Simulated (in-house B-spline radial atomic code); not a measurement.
Radial electron density of Sn II (Sn+), [Ar] 3d10 4s2 (4p1/2)2 (4p3/2)3 4d10 5s2 5p2. Level of theory: Dirac-Kohn-Sham LDA VWN5, spherical fractional occupations, Fermi nucleus of rms radius 4.6519 fm; calculated with a B-spline radial code for spherical atoms.

Columns: r (bohr), 4πr²n(r) (electrons per bohr), bar.

```
 0.00117    2.072 #
 0.00145    3.005 ##
 0.00179    4.301 ##
 0.00222    6.152 ###
 0.00276    8.743 #####
 0.00342     12.2 #######
 0.00423    16.72 #########
 0.00524    22.52 ############
  0.0065    29.67 ################
 0.00805    37.87 ####################
 0.00998    46.69 #########################
  0.0124    55.15 ##############################
  0.0153    61.59 #################################
   0.019    65.01 ###################################
  0.0235    64.46 ###################################
  0.0292    60.76 #################################
  0.0361    56.96 ###############################
  0.0448    57.04 ###############################
  0.0555    63.59 ##################################
  0.0688    74.37 ########################################
  0.0852    81.89 ############################################
   0.106    78.88 ##########################################
   0.131    67.11 ####################################
   0.162    57.73 ###############################
   0.201    59.91 ################################
   0.249    67.04 ####################################
   0.308    62.88 ##################################
   0.382    43.85 ########################
   0.474    25.42 ##############
   0.587    20.37 ###########
   0.727    22.64 ############
   0.901    20.98 ###########
    1.12    14.21 ########
    1.38    8.045 ####
    1.72    4.453 ##
    2.13    2.832 ##
    2.63    1.769 #
    3.26   0.8948 
    4.04   0.3331 
    5.01  0.08452 
    6.21  0.01363 
     7.7  0.00126 
    9.54    6e-05
```

On this grid the curve has 4 maxima, near 0.019, 0.0852, 0.249, 0.727 bohr.

The 5p1/2 radial function P(r) = rR(r), positive near the nucleus, with its small component Q(r) (sign convention: Q ≈ (P' + κP/r)/2c):

| r (bohr) | P | Q |
| --- | --- | --- |
| 0.000943 | 0.0007088 | 0.002545 |
| 0.00145 | 0.001225 | 0.003733 |
| 0.00222 | 0.002184 | 0.005404 |
| 0.00342 | 0.004063 | 0.007751 |
| 0.00524 | 0.007699 | 0.01082 |
| 0.00805 | 0.01481 | 0.01462 |
| 0.0124 | 0.02833 | 0.0187 |
| 0.019 | 0.0517 | 0.02179 |
| 0.0292 | 0.08728 | 0.02178 |
| 0.0448 | 0.1263 | 0.01606 |
| 0.0688 | 0.1356 | 0.004122 |
| 0.106 | 0.05779 | -0.00869 |
| 0.162 | -0.1098 | -0.01171 |
| 0.249 | -0.2059 | -0.001876 |
| 0.382 | -0.005396 | 0.007484 |
| 0.587 | 0.3023 | 0.004204 |
| 0.901 | 0.1672 | -0.003332 |
| 1.38 | -0.3707 | -0.004262 |
| 2.13 | -0.6923 | -0.0014 |
| 3.26 | -0.5165 | 0.0003137 |
| 5.01 | -0.1758 | 0.0003291 |
| 7.7 | -0.02147 | 5.471e-05 |
